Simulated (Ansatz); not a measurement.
System: COOs, net charge 0, triplet state. The spin state was set by rule; other spins were not relaxed. 
Geometry from a B3LYP-D3(BJ)/def2-TZVP (Ansatz, a first-principles code) optimisation:
```
C
O 1 1.1577
Os 1 1.7887 2 180.00
```
Charge 0, spin multiplicity 3.

Basis-set convergence of Hartree-Fock and CCSD(T) correlation energies (hartree) with Ansatz. Cores are frozen in the correlated levels unless marked. UHF or UKS for open shells. Spin-orbit coupling is left out. Frozen are the shells of the preceding noble gas and the d and f shells that filled before the atom's block. In def2 rows, elements after Kr have scalar-relativistic effective core potentials.

The UHF reference is spin-contaminated (<S^2> 0.39 over the pure value in the largest basis). The T1 diagnostic of CCSD in the largest basis is 0.065, which is high, so the coupled-cluster rows are less sure than usual.

```csv
basis,functions,E(HF),"E(corr, CCSD(T))"
def2-SVP,60,-202.45464,-0.52465
def2-TZVPP,118,___,___
```

**Question.** What belongs in the gaps?

**Answer.** 
- def2-TZVPP, E(HF): -202.60479
- def2-TZVPP, E(corr, CCSD(T)): -0.65186
